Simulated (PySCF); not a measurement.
Excitations are Tamm–Dancoff values on a coarser integration grid. The basis has no diffuse functions, so Rydberg states are missing or too high.

Z-matrix (Å, degrees):
```
C
C 1 1.3435
H 2 1.0979 1 118.79
H 1 1.0982 2 117.72 3 179.95
C 2 1.4957 3 115.47 1 179.95
H 5 1.0986 2 111.68 3 -179.95
H 5 1.1024 6 108.49 2 -122.51
H 5 1.1024 6 108.49 7 -115.00
Si 1 1.8618 4 118.77 2 179.99
H 9 1.4966 1 109.04 4 -179.99
H 9 1.4984 10 109.04 3 121.69
H 9 1.4984 10 109.04 11 116.64
```
Charge 0, multiplicity 1.

Task: Estimate the T1 excitation (TDA), HOMO–LUMO gap and HOMO that PySCF 2.14.0 with PBE-D3(BJ)/def2-TZVP returns for this input.

Result: 
| Quantity | Value |
|---|---|
| T1 excitation (TDA) | 4.23 eV |
| HOMO–LUMO gap | 5.16 eV |
| HOMO | -6.41 eV |
